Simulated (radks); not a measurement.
Task: The mean radii <r> (bohr) of the occupied orbitals of an atom or ion are listed with their occupations. All-electron calculation, scalar-relativistic Kohn-Sham, LDA (Slater exchange, VWN5 correlation), spin-polarised, spherical densities, finite nucleus; Fermi nuclear charge, rms radius of each element as measured or else 0.836 A^(1/3) + 0.57 fm. Program: a radial shooting solver on a logarithmic mesh with Libxc functionals.

| orbital | occ. | <r> |
|---|---|---|
| 1s down | 1 | 0.01900 |
| 1s up | 1 | 0.01900 |
| 2s up | 1 | 0.08044 |
| 2s down | 1 | 0.08044 |
| 2p up | 3 | 0.07175 |
| 2p down | 3 | 0.07175 |
| 3s up | 1 | 0.2089 |
| 3s down | 1 | 0.2089 |
| 3p up | 3 | 0.2087 |
| 3p down | 3 | 0.2087 |
| 3d up | 5 | 0.1891 |
| 3d down | 5 | 0.1890 |
| 4s up | 1 | 0.4680 |
| 4s down | 1 | 0.4680 |
| 4p up | 3 | 0.4969 |
| 4p down | 3 | 0.4970 |
| 4d up | 5 | 0.5330 |
| 4d down | 5 | 0.5333 |
| 5s up | 1 | 1.100 |
| 5s down | 1 | 1.102 |
| 5p up | 3 | 1.260 |
| 5p down | 3 | 1.263 |
| 4f up | 7 | 0.6420 |
| 4f down | 6 | 0.6442 |

Name the element and its charge. Open shells, if any, are filled with parallel spins first.

Result: Z = 72, hafnium, charge +5: Hf5+ in [Xe] 4f13. The 1s radius gives Z: for a bare nucleus <r> = (2 gamma + 1)/(2Z) with gamma = sqrt(1 - (Z/c)^2), 0.01876 bohr for Z = 72, and screening makes it slightly larger (0.01900 here). The occupations add up to 67, and the charge is Z minus that.
